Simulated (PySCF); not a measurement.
These compounds are isomers of formula C$_{8}$H$_{8}$O$_{4}$.

A. SMILES COC1=C(C2CC2)C(=O)OC1=O
B. `[C@@H]1(C=C)OC(=O)C(=O)O[C@H]1C=C`
C. `C=C(COC)C1=CC(=O)OC1=O`

Spectrum 1. 1H NMR (400 MHz, computed): δ 6.18 (m, 2H), 6.00 (m, 2H), 5.90 (m, 2H), 5.10 (m, 2H). 13C{1H} NMR (computed): δ 160.0 (C), 140.7 (CH), 129.5 (CH2), 78.8 (CH).

Spectrum 2. 1H NMR (400 MHz, computed): δ 4.45 (s, 3H), 1.83 (m, 1H), 1.44 (m, 2H), 1.02 (m, 2H). 13C{1H} NMR (computed): δ 169.2 (C), 167.5 (C), 160.3 (C), 128.6 (C), 61.3 (CH3), 12.1 (CH2), 10.9 (CH).

Spectrum 3. 1H NMR (400 MHz, computed): δ 7.63 (br s, 1H), 6.75 (s, 1H), 6.33 (br s, 1H), 4.12 (s, 2H), 3.65 (s, 3H). 13C{1H} NMR (computed): δ 172.5 (C), 171.2 (C), 148.6 (C), 142.5 (C), 140.7 (CH2), 133.6 (CH), 80.8 (CH2), 61.0 (CH3).

PySCF calculation with shieldings: GIAO PBE0/pcSseg-1 and GFN2-xTB geometry; rapidly exchanging positions averaged, isolated molecule, one conformer, relativity neglected.

Chemical shifts δ = σref − σ; 1H (σ = 31.72 ppm), 13C (σ = 186.93 ppm) against TMS, all at this level. Where no couplings were computed, multiplicities follow the n + 1 count of equivalent neighbours, and m marks all less simple cases (inequivalent or close neighbours, rings, F or P nearby). Shifts are as computed. Against solution values, carbons near 30 ppm lie about +3 ppm off and those near 130 ppm about +5 ppm. Of 1211 compounds with measured shifts, 218 miss one by over three times the rms of a fit or turn the order of signals round; such compounds aren't used in these exercises.

Which spectrum belongs to which compound?

Results:

1–B, 2–A, 3–C.

- Spectrum 1 (B): 4 13C signals; δC 160.0 is an ester carbonyl carbon; δC 140.7 is an alkene CH.
- Spectrum 2 (A): 7 13C signals; δC 169.2 is an anhydride carbonyl carbon; δC 167.5 is an anhydride carbonyl carbon.
- Spectrum 3 (C): 8 13C signals; δC 172.5 is an anhydride carbonyl carbon; δC 171.2 is an anhydride carbonyl carbon.
